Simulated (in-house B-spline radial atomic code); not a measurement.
**Au²⁺: [Kr] (4d3/2)4 (4d5/2)5 4f14 5s2 5p6 5d10 (with a hole in an inner shell)**

Computed with a B-spline radial code for spherical atoms: Dirac-Hartree-Fock, average of the jj configuration, Fermi nucleus of rms radius 5.4371 fm.

Screening seen three ways: the hydrogenic charge with the same mean radius, Z_r = [3n² - l(l+1)]/(2<r>), the one with the same energy, Z_e = n√(-2ε), and Slater's rules. Values are occupation-weighted means over j. An effective charge above Z reflects the relativistic contraction of the inner shells.

```csv
shell,electrons,ε (eV),<r> (bohr),Z_r,Z_e,Slater
1s,2,-81299,0.01687,88.93,77.30,78.70
2s,2,-14524,0.07042,85.20,65.34,74.85
2p,6,-12675,0.06373,78.46,61.04,74.85
3s,2,-3525.1,0.1829,73.81,48.29,67.75
3p,6,-2972.2,0.1838,68.01,44.34,67.75
3d,10,-2326.3,0.1678,62.56,39.23,57.85
4s,2,-828,0.4059,59.13,31.20,51.25
4p,6,-640.58,0.4299,53.50,27.45,51.25
4d,9,-402.11,0.4558,46.07,21.75,40.20
5s,2,-154.55,0.9299,40.33,16.85,22.20
4f,14,-136.84,0.4873,36.94,12.69,29.45
5p,6,-101.26,1.058,34.50,13.64,22.20
5d,10,-35.249,1.435,24.05,8.05,8.85
```

The least bound orbital is 5d5/2 at -34.39 eV, and it is also the most diffuse (<r> = 1.457 bohr). The part-filled 4d shell lies below the filled 5d shell in orbital energy.

For the 1s electron the small component carries 9 % of the norm, the zero-frequency Breit interaction raises the level by 302.8 eV, self-energy by 193.7 eV, and vacuum polarisation lowers it by 39.49 eV.
